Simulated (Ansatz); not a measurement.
Two structures of GeH₅Br, singlet, reached by relaxing down either side of one saddle point (PBE0-D4/def2-TZVP). Energies are electronic, without zero-point energy. Computed with Ansatz 0.2.0 (basis: def2-TZVPP and def2-QZVPP); correlated methods freeze the cores. Filled d shells of the heavier atoms are correlated. The def2 sets are not built for correlating such inner shells, so the correlated values are less sure here. Extrapolation: Hartree–Fock as exp(−7.88 √X), correlation as X^−2.97. First:

```
7
angstrom
Ge -0.7888 -0.7050 0.0718
H 0.7493 -0.7457 0.1564
H -1.1946 -0.1747 -1.3076
H -1.3203 0.2219 1.1705
H -1.3249 -2.1271 0.2722
H 1.7683 1.0815 -0.0818
Br 2.1110 2.4491 -0.2815
```

Second:

```
7
angstrom
Ge -1.1383 0.3681 -0.1299
H 2.5664 -1.5756 0.4279
H -1.9097 0.4647 -1.4494
H -1.9848 0.8381 1.0567
H -0.5734 -1.0370 0.0964
H 2.3779 -0.8662 0.2887
Br 0.6619 1.8077 -0.2905
```

Which bonds change from the first to the second?

GeH₄ + HBr → GeH₃Br ([GeH3][Br]) + H₂; bonds formed: Ge1–Br7, H2–H6; bonds broken: Ge1–H2, H6–Br7.

Give the saddle point's structure and its height above each. (An estimate is asked for; the value comes from the calculation.)

The calculation gives: 41.23 kcal/mol above the first and 54.73 kcal/mol above the second (CCSD(T) at an estimated basis limit (MP2 extrapolated from triple and quadruple zeta, plus CCSD(T) − MP2 in triple zeta)).
```tsv
atom	x (Å)	y (Å)	z (Å)
Ge1	-0.6090	-0.1998	0.0021
H2	1.1195	-0.7954	0.1820
H3	-1.0094	0.1409	-1.4255
H4	-1.1396	0.5637	1.2061
H5	-0.8387	-1.7176	0.2347
H6	1.3085	0.0482	0.0568
Br7	1.1687	1.9600	-0.2562
```

No T1 diagnostic of these runs exceeds 0.011.

Labels in which every atom is bracketed show which atoms are joined, not bond orders.

For scale, one of the runs: CCSD(T)/def2-TZVPP, 166 basis functions, launched by `ansatz run in.yaml --threads 4 --pin off --events-out ev --progress --plain --max-ram 9574MiB`. The run took 40 s on 4 CPU threads of an Arm Neoverse V1 (shared host), with 1.4 GiB of host memory at its peak.
